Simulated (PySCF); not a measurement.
Br3Sb, SMILES [Br][Sb+]([Br])[Br], charge +1, multiplicity 2. Atoms are numbered in the order given.

```xyz
4

Sb     0.0000     0.0000    -0.6126
Br     2.0021    -1.1559     0.2975
Br     0.0000     2.3119     0.2975
Br    -2.0021    -1.1559     0.2975
```
Charge +1, spin multiplicity 2.

Coordinates come from a B3LYP-D3(BJ)/def2-SVP optimisation. The def2 effective core potentials stand for the cores of Sb; spin–orbit coupling is left out.

Computed with PySCF with r2SCAN/def2-TZVP.

Isolated molecule, no solvent.

```
Quantity                                                            Result
------------------------------------------------  ------------------------
total energy                                           -7962.55856 hartree
point group                                                            C3v
α spin, highest occupied and lowest empty level        -12.72 and -8.67 eV
β spin, highest occupied and lowest empty level       -12.82 and -11.85 eV
dipole moment about the centre of nuclear charge                    1.25 D
mean static polarisability                          107.1 bohr³ (15.87 Å³)
polarisability, principal values                  65.8, 127.7, 127.7 bohr³
⟨S²⟩                                               0.758 (pure state 0.75)
```
